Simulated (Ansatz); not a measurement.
`CO[Si]F` + H₂S → `F[Si]S` + CH₃OH  (ligand exchange at the Si–O bond)

Gas-phase electronic energies from Ansatz, PBE0-D4/def2-TZVP geometries. CCSD(T)/CBS adds triple-zeta CCSD(T) − MP2 to the extrapolated MP2 energy (def2 sets, frozen cores). This one scheme is used for every species. One conformer a species, not always the lowest.

`CO[Si]F`:

Z-matrix (Å, degrees):
```
C
O 1 1.415
H 1 1.092 2 111.5
H 1 1.092 2 108.9 3 120.8
H 1 1.092 2 108.9 3 -120.8
Si 2 1.628 1 132.8 3 0.2
F 6 1.622 2 102.4 1 -0.0
```

H₂S:

Cartesian coordinates in Å:
```
S -0.171 0.435 -0.406
H -0.134 -0.905 -0.441
H 0.305 0.469 0.847
```

`F[Si]S`:

```xyz
4

F    -1.358    0.755    0.229
Si    0.180    1.246    0.168
S     1.157   -0.640   -0.194
H     0.021   -1.361   -0.202
```

CH₃OH:

```xyz
6

C    -0.022   -0.169   -0.313
O    -0.487    0.400    0.890
H    -0.891   -0.575   -0.831
H     0.686   -0.990   -0.141
H     0.451    0.570   -0.970
H     0.263    0.763    1.365
```

```tsv
species	SCS-MP2/def2-TZVPP energy (Eh)
`CO[Si]F`	-503.77654
H₂S	-398.90298
`F[Si]S`	-787.13120
CH₃OH	-115.52242
```

Q: Work out ΔE.

A: ΔE = (-787.13120) + (-115.52242) − (-503.77654) − (-398.90298) = 0.02590 Eh = +0.70 eV. CCSD(T)/CBS gives +0.64 eV.

Largest T1 diagnostic among the species: 0.015.

Leaving LDA and LC-ωPBE aside and taking each functional with its dispersion term where it has one, the values, not all of them listed here, spread over 0.25 eV, from revPBE-D4 to CAM-B3LYP-D4. LDA lies +0.09 eV from PBE without D4. In def2-TZVPP, CCSD(T) changes the Hartree–Fock value by −0.07 eV (the triples alone add −0.02 eV) and MP2 by −0.07 eV. From BLYP to BHLYP (50 % exact exchange), in def2-TZVPP and without D4, ΔE moves by +0.08 eV.
